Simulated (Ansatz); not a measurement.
`S[SiH2][CH2][GaH2]` + H₂ → `[SiH3][CH2][GaH2]` + H₂S at 400 K and 1 bar (hydrogenolysis of the Si–S bond).

Calculated with Ansatz (gas phase, PBE0-D4/def2-TZVP geometries, no zero-point term in ΔE). CCSD(T)/CBS is the MP2 limit (def2-TZVPP, def2-QZVPP) plus CCSD(T) − MP2 in def2-TZVPP, frozen cores. This one scheme is used for every species. For Ga outer-core shells are correlated without core-valence functions, which leaves a few kJ/mol of doubt a bond. Scalar relativity is left out up to krypton. One conformer a species, not always the lowest.

| species | CCSD(T)/CBS energy (Eh) | H − E (kJ/mol) | S (J/(mol·K)) |
| --- | --- | --- | --- |
| `S[SiH2][CH2][GaH2]` | -2653.07874 | 212.5 | 423.7 |
| H₂ | -1.17544 | 38.0 | 139.0 |
| `[SiH3][CH2][GaH2]` | -2255.26496 | 199.8 | 370.6 |
| H₂S | -398.97279 | 53.4 | 215.9 |

H − E and S are ideal-gas, rigid-rotor, harmonic terms from PBE0-D4/def2-TZVP, for one conformer and one mirror image of each species. For small species the MP2-based limit differs from directly extrapolated CCSD(T) by up to some mEh (0.8 for H₂); such offsets cancel only in part. 1 Eh = 2625.50 kJ/mol, R = 8.31446 J/(mol·K).

Q: By hand: ΔE, ΔH, ΔS and ΔG.

A: ΔE = (-2255.26496) + (-398.97279) − (-2653.07874) − (-1.17544) = 0.01643 Eh = 43.1 kJ/mol. Δ(H − E) = 199.8 + 53.4 − 212.5 − 38.0 = 2.7, so ΔH = 45.8 kJ/mol. ΔS = 370.6 + 215.9 − 423.7 − 139.0 = 23.8 J/(mol·K). ΔG = 45.8 − 400 × (23.8)/1000 = 36.3 kJ/mol.

Q: By hand: the equilibrium constant, and the temperature at which ΔG would vanish if ΔH and ΔS stayed fixed.

A: log₁₀ K = −ΔG/(RT ln 10) = -4.7. ΔG = 0 at ΔH/ΔS = 1924 K.

ΔH outweighs TΔS. A doubt of 5 kJ/mol in ΔE shifts log₁₀ K by 0.7 here. Other conformers and mirror images would add mixing entropy, several J/(mol·K) or more a flexible species. Modes under 60 cm⁻¹, often nearly free rotors, make the harmonic entropy too high. These are equilibria of isolated gas molecules and say nothing of rates. Largest T1 diagnostic: 0.012 (customary marks: 0.02 for closed shells, 0.045 for open ones).
